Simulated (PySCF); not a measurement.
Computed shifts of a molecule C5H9N, PBE/pcSseg-1 in PySCF, GIAO, gas phase, equivalent atoms averaged, in ppm (number of nuclei): ¹³C: 92.1 (1), 73.2 (1), 53.9 (1), 33.9 (1), 21.6 (1). ¹⁵N: 35.3 (1). ¹H: 3.70 (1), 2.89 (1), 2.75 (1), 1.99 (1), 1.68 (3), 0.85 (1), 0.50 (1). References: ¹³C against TMS (σ = 182.0 ppm); ¹⁵N against NH3 (σ = 267.0 ppm); ¹H against TMS (σ = 31.49 ppm), references at their B3LYP-D3(BJ)/def2-TZVP geometries, non-relativistic. Geometry: PBE0-D3(BJ)/def2-SVP. The values are those of a single conformer.

Which molecule gave these data?
(A) C#C[C@@H](C)CN
(B) C=C/C=N\CC
(C) C=CN=C(C)C
(D) CC1=CN(C)C1

A, C#C[C@@H](C)CN
